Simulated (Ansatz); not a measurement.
Geometry optimisation, RKS PBE0/def2-SVP in Ansatz.

Input:

```yaml
crystal:
  periodic: [false, false, false]
  atoms:
    - { symbol: F, position_ang: [-1.53487, -1.74569, -0.90144] }
    - { symbol: In, position_ang: [-0.0584, -0.2642, -0.4425] }
    - { symbol: F, position_ang: [1.62892, -1.46194, -0.71362] }
    - { symbol: F, position_ang: [-0.4972, 1.213, -1.3376] }
basis:
  gaussian: { orbitals: def2-SVP }
hamiltonian:
  xc: pbe0
relax:
  f_tol: 0.015
  max_steps: 40
```

Command:

```bash
$ ansatz run input.yaml --threads 1 --pin off --max-ram 2048MiB --backend cpu --events-out ev --progress --plain --runs-dir out
```

Question: Where does it end, and by what steps?

Answer: It converged. After 4 steps the energy has fallen by 1.541 eV; In2 moved furthest, 0.51 Å. The start is strongly strained (largest force component 8 eV/Å).

```
step  energy less start (eV)  largest force component (eV/Å)  accepted
   0                  0.0000                           8.449       yes
   1                 -1.2116                           1.596       yes
   2                 -1.4784                           0.504       yes
   3                 -1.5413                           0.015       yes
   4                 -1.5415                           0.001       yes
```

```xyz
4
Properties=species:S:1:pos:R:3
F -1.640 -1.752 -0.756
In -0.115 -0.564 -0.849
F 1.671 -1.262 -0.588
F -0.378 1.320 -1.202
```

Whether the end is a true minimum wasn't checked by a vibrational analysis.

The run took 14 s on 1 thread of Arm Neoverse V1 (shared host), peak memory 0.13 GiB.
